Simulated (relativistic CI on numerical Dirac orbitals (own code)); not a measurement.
# Electric-dipole transitions in V¹⁰⁺

Method of calculation: Dirac-Coulomb-Breit CI, KLI orbitals optimised for each configuration, model QED (radiative potential, 1s self-energy scaled to tabulated hydrogen-like ionisation energies), valence Slater integrals scaled by 0.9, P86 correlation estimate, and configurations built on the next ion tied to the tabulated ionisation energy (semi-empirical) (own radial code, finite nucleus).

Configurations in the expansion (outside the closed core [Ne]): 3s2 3p, 3s2 3d, 3s2 4s, 3s2 4p, 3s2 4d, 3s2 5s, 3s2 4f, 3s 3p2, 3p3, 3s 3p 3d, 3p 3d2, 3p2 3d, 3s 3d2, 3p2 4s, 3p2 4p, 3s 3d 4s, 3s 3p 4s, 3s 3d 4p, 3s 3p 4p, 3p 3d 4s, 3p 3d 4p, 3s 3p 4d, 3s 3p 4f, 3s2 5p. Levels of other configurations are missing.

```csv
λ vac (nm),Lower,Upper,A (s⁻¹),E lower (cm⁻¹),E upper (cm⁻¹)
7.1935,3s2 3p 2P°_1/2 [1],3s2 5s 2S_1/2 [179],1.60e+10,0,1390148
7.2438,3s2 3p 2P°_3/2 [2],3s2 5s 2S_1/2 [179],3.19e+10,9659,1390148
8.7715,3s2 3p 2P°_1/2 [1],3s2 4d 2D_3/2 [106],9.30e+10,0,1140057
8.8427,3s2 3p 2P°_3/2 [2],3s2 4d 2D_5/2 [107],1.11e+11,9659,1140540
8.8464,3s2 3p 2P°_3/2 [2],3s2 4d 2D_3/2 [106],1.88e+10,9659,1140057
10.902,3s2 3p 2P°_1/2 [1],3s2 4s 2S_1/2 [71],4.23e+10,0,917279
11.018,3s2 3p 2P°_3/2 [2],3s2 4s 2S_1/2 [71],8.64e+10,9659,917279
11.746,3s2 3d 2D_3/2 [11],3s2 4f 2F°_5/2 [128],2.31e+11,359162,1210507
11.749,3s2 3d 2D_5/2 [12],3s2 4f 2F°_7/2 [129],2.44e+11,359833,1210961
27.843,3s2 3p 2P°_1/2 [1],3s2 3d 2D_3/2 [11],2.51e+10,0,359162
28.557,3s2 3p 2P°_3/2 [2],3s2 3d 2D_5/2 [12],2.88e+10,9659,359833
28.612,3s2 3p 2P°_3/2 [2],3s2 3d 2D_3/2 [11],5.64e+09,9659,359162
35.021,3s2 4d 2D_5/2 [107],3s2 5p 2P°_3/2 [199],2.10e+10,1140540,1426081
77.338,3s2 4p 2P°_3/2 [84],3s2 4d 2D_5/2 [107],3.71e+09,1011239,1140540
```

Terms are leading LS components. Brackets give the number of a level in order of energy, since labels repeat. The list gives strong lines, with weight on those to low levels, without configurations that were not tied to measured data, without lines whose two gauges differ by over a factor of 2.5, among the lowest 300 of 359 levels, so that lines to higher ones, which can be the strongest, are missing. Levels whose partners in the same complex of configurations lie outside the list can be far off, and so can their lines. Rates are taken at the computed energies, electric ones in the length gauge.

Configurations that consist of the next ion and one excited electron were tied to the tabulated ionisation energy; Rydberg ones are usually within 1,000 to 3,000 cm⁻¹ and the lowest ones within about 6,000 (9,000 in d shells), while levels on excited terms of the next ion carry the error of that term, and the other configurations can be misplaced by 10,000 cm⁻¹ or more. Rates follow the energies as ν³ (E1, M1) or ν⁵ (E2), so rates, branching and lifetimes can be off by large factors.

LS names give the leading component of a level, which can be under half, so a name can repeat, a term be missing and a line seem to break the LS rules.
